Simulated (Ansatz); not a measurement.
Total energies of GaH2(vinyl) (C₂H₅Ga) from Ansatz at PBE-D4/def2-TZVP, gas phase (1 Eh = 27.2114 eV = 2625.5 kJ/mol). The reference geometry is relaxed at B3LYP-D4/def2-TZVP.

```tsv
state	geometry	energy (Eh)
charge 0 singlet	reference	-2003.64766
charge 1 doublet	reference	-2003.28364
charge 1 doublet	relaxed at B3LYP-D4/def2-TZVP	-2003.31237
free Ga atom (doublet)	–	-1924.51515
free H atom (doublet)	–	-0.49962
free C atom (triplet)	–	-37.79597
```

Work out the vertical ionisation energy to the doublet.

E(charge 1 doublet) − E(charge 0 singlet) = -2003.28364 − (-2003.64766) = 0.36402 Eh = 9.91 eV. For comparison, −ε of the highest occupied level is 6.77 eV at this level, 3.14 eV less.

How much does the charge 1 doublet relax, and what is the adiabatic ionisation energy?

Relaxation: -2003.28364 − (-2003.31237) = 0.02873 Eh = 0.78 eV. Adiabatic ionisation energy: 0.33529 Eh = 9.12 eV, without zero-point energy. 

What is the binding energy per atom against free atoms?

Atoms: 1 × (-1924.51515) + 5 × (-0.49962) + 2 × (-37.79597) = -2002.60519 Eh. Binding: -2002.60519 − (-2003.64766) = 1.04247 Eh = 28.37 eV, or 3.55 eV for each of 8 atoms (no zero-point energy, no counterpoise term).

At PBE-D4/def2-TZVP the gap within one spin of the charge 1 doublet nearly closes, so an electron or hole may be smeared out by delocalisation error.
